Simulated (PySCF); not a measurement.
Species: C3H6Ge.
SMILES with atom numbers: `[CH2:1]=[C:2]=[CH:3][GeH3:4]` (hydrogens: H5, H6 on C1; H7 on C3; H8, H9, H10 on Ge4)

Method: PySCF 2.14.0, PBE0-D3(BJ)/def2-SVP geometry optimisation, gas phase; density fitting, grid level 1; the optimiser is geomeTRIC in internal coordinates, started from a GFN2-xTB structure with every atom displaced at random (about 0.01 Å).

Step 0: E = -59704.5639 eV
```
atom  x, y, z in Å  |  force x, y, z in eV/Å
C1      2.2445   -0.1508   -0.3271   -2.370   1.124  -0.546
C2      1.0373    0.3497   -0.1026    0.811  -0.516  -0.081
C3     -0.1757    0.7910    0.1188    0.918  -0.004  -0.092
Ge4    -1.7034   -0.3317    0.1940   -0.775   0.131   0.439
H5      2.8650   -0.4582    0.4586    1.089  -0.571   1.415
H6      2.6109   -0.2052   -1.3331    0.340  -0.100  -0.777
H7     -0.3049    1.8533    0.2908   -0.109   0.515   0.066
H8     -1.3819   -1.7615   -0.0567    0.385  -0.881  -0.163
H9     -2.4017   -0.2219    1.5554    0.044   0.056   0.216
H10    -2.7428    0.1006   -0.8123   -0.333   0.246  -0.478
```

Step 1: E = -59704.6501 eV
```
atom  x, y, z in Å  |  force x, y, z in eV/Å
C1      2.2911   -0.0660   -0.3464    0.257  -0.679   0.282
C2      1.0418    0.2419   -0.1165    0.031   0.563  -0.065
C3     -0.1568    0.7070    0.1164   -0.260  -0.130   0.040
Ge4    -1.7929   -0.3466    0.2080    0.021  -0.099  -0.063
H5      2.9355   -0.3996    0.4885   -0.127   0.184  -0.312
H6      2.6957   -0.1271   -1.3635   -0.021   0.075   0.064
H7     -0.2544    1.7893    0.2872    0.004  -0.045  -0.001
H8     -1.4909   -1.8462   -0.0333   -0.008   0.211   0.025
H9     -2.4295   -0.1563    1.6026    0.015  -0.024  -0.062
H10    -2.7924    0.1689   -0.8572    0.087  -0.057   0.093
```

Step 2: E = -59704.6836 eV
```
atom  x, y, z in Å  |  force x, y, z in eV/Å
C1      2.2385   -0.1254   -0.3308   -0.037  -0.190  -0.073
C2      1.0177    0.2918   -0.1011    0.271   0.383   0.107
C3     -0.1710    0.7859    0.1301   -0.042  -0.230  -0.013
Ge4    -1.7529   -0.3386    0.2020   -0.070   0.031   0.011
H5      2.9146   -0.4553    0.4673   -0.139   0.047   0.023
H6      2.6214   -0.1831   -1.3545   -0.007   0.001  -0.038
H7     -0.2818    1.8659    0.2993    0.031  -0.039  -0.017
H8     -1.3653   -1.8043   -0.0459    0.036   0.017  -0.004
H9     -2.4137   -0.1971    1.5863   -0.020  -0.012   0.010
H10    -2.7603    0.1254   -0.8669   -0.023  -0.007  -0.007
```

Q: Estimate the geometry and energy of step 3. (The exact step hangs on the optimiser's Hessian estimate; all steps are aligned on step 2, rigid shifts and turns removed.)

A: E = -59704.6967 eV, largest force 0.169 eV/Å
```
atom  x, y, z in Å  |  force x, y, z in eV/Å
C1      2.2162   -0.1510   -0.3416   -0.117   0.079  -0.044
C2      1.0240    0.3352   -0.1016    0.016   0.108  -0.054
C3     -0.1704    0.8135    0.1352    0.042  -0.094   0.000
Ge4    -1.7370   -0.3328    0.2026   -0.015   0.046   0.033
H5      2.8568   -0.4705    0.4808    0.113  -0.089   0.090
H6      2.6095   -0.2238   -1.3607   -0.023  -0.021   0.008
H7     -0.2908    1.8901    0.3061   -0.001   0.034  -0.003
H8     -1.3015   -1.7769   -0.0570    0.033  -0.094  -0.017
H9     -2.4053   -0.2256    1.5857   -0.011   0.007   0.020
H10    -2.7543    0.1072   -0.8635   -0.037   0.024  -0.034
```

The energy changes by -0.0132 eV. The first-order estimate −F·Δx gives -0.0269 eV and the mean of the old and new forces, exact on a quadratic surface, -0.0134 eV. The step makes an angle of 70° with the force vector and moves no atom by more than 0.070 Å.

What follows is the cost of the whole optimisation. On an Arm Neoverse V1 with one thread, no GPU, shared host, this took 24 s wall and 0.42 GiB of memory at its peak.
